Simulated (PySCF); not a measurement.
How methods differ on the ionisation energy of O²⁺

O²⁺ [He] 2s2 2p2 (3P) → O³⁺ [He] 2s2 2p1 (2P), as a difference of total energies. Calculation: PySCF 2.14, in aug-cc-pVDZ-DK (4s3p2d, 23 functions); scalar relativity by spin-free X2C-1e. Correlated levels: valence: 1s2 frozen. The calculations carry no spin-orbit coupling.

```csv
method,ionisation energy (eV),difference from reference (eV)
UHF,54.626,-0.310
LDA,55.441,+0.505
PBE,55.346,+0.410
PBE0,55.362,+0.426
r2SCAN,55.633,+0.697
BLYP,55.353,+0.417
HSE06,55.374,+0.438
wB97X,55.106,+0.170
ROHF,54.584,-0.352
MP2 (valence),54.777,-0.159
SCS-MP2 (valence),54.675,-0.261
```

Reference: 54.936 eV (semi-empirical (NIST evaluation); NIST Atomic Spectra Database, ionization energies).

Errors of the correlated levels include the incompleteness of this basis and the frozen core.
